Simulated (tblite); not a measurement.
Species: C6H10BPS.
Cartesian coordinates in Å at the GFN2-xTB level; atoms count from 1:
```
atom  x, y, z in Å
C1    -2.8741   -0.7087   -0.5469
B2    -1.4955   -0.1916    0.0143
C3    -1.2948    1.3310    0.3656
P4    -0.1545   -1.4651    0.4221
C5     1.3792   -0.6086   -0.0323
C6     1.9966    0.3731    0.7916
C7     3.1489    0.8489    0.2645
S8     3.5288    0.1074   -1.2410
C9     2.1038   -0.8539   -1.1580
H10   -2.9939   -0.3738   -1.5784
H11   -2.9756   -1.7929   -0.5483
H12   -3.7183   -0.2909    0.0006
H13   -1.2387    1.4490    1.4488
H14   -0.3577    1.7294   -0.0234
H15   -2.1025    1.9697    0.0145
H16   -0.2513   -2.2502   -0.7212
H17    1.5873    0.6935    1.7335
H18    3.8133    1.5886    0.6653
H19    1.8892   -1.5457   -1.9488
```

Calculated harmonic vibrations of the isolated species, GFN2-xTB (tblite), most abundant isotopes, no scaling. Against measured fundamentals such values can be off by several per cent, at times by over 20. Modes of hydrogen on phosphorus can be 10 to 20 % off. One conformer, not necessarily the lowest.

Harmonic wavenumbers (cm⁻¹): 43.1, 43.9, 67.3, 81.9, 101.6, 201.5, 219.8, 241.7, 267.5, 326.6, 399.6, 422.3, 526.8, 563.4, 613.9, 642.3, 720.3, 728.6, 751.1, 808.2, 826.3, 836.5, 843.5, 856.8, 865.4, 877.3, 898.3, 1068.2, 1076.0, 1092.1, 1138.4, 1161.1, 1335.6, 1383.1, 1388.8, 1438.6, 1479.1, 1481.4, 1486.3, 1491.7, 1529.2, 2298.0, 2988.2, 2991.0, 3008.2, 3010.9, 3020.1, 3030.2, 3122.0, 3152.8, 3160.1.

A = 2532, B = 621.0, C = 578.2 MHz; mass 156.033 u (most abundant isotopes); point group C1, symmetry number 1.

What is the zero-point energy?

½Σν̃ = 31053 cm⁻¹ = 371.48 kJ/mol.

What is S at 273.15 K and 1 bar for an ideal gas of classical rigid rotors and harmonic oscillators?

Translation 170.02, rotation 125.47, vibration 141.82: S = 437.3 J/(mol K).

And Cp and H(273.15 K) − H(0)?

Cp = 167.60 J/(mol K), of which vibrations give 134.34 (their classical limit is 51 R = 424.0); H(273.15 K) − H(0) = 28.45 kJ/mol without the zero-point energy, 19.37 from vibrations.

How do the functions run with temperature in this model?

```
 T (K)  S (J/(mol K))  Cp (J/(mol K))  H − H(0) (kJ/mol)  G − H(0) (kJ/mol)  ln q(vib)
   150          355.6           111.1              11.33             -42.02       4.55
   250          422.9           156.8              24.70             -81.04       7.80
298.15          452.5           179.0              32.78            -102.12       9.31
   400          511.2           221.5              53.24            -151.24      12.41
   600          613.5           283.0             104.14            -263.99      18.23
   900          740.1           339.9             198.34            -467.73      26.20
```

q(vib) and H(0) count from the zero-point level.

What must be added to the electronic energy to get the Gibbs energy at 273.15 K and 1 bar?

ZPE + [H(273.15 K) − H(0)] − T·S = 371.48 + 28.45 − 119.45 = 280.48 kJ/mol.

Hindered rotation and anharmonicity are outside this model. Other conformers, if any are populated, would add a mixing term that is left out. The structure is chiral; the term R ln 2 for an equal mix with its mirror image is left out.
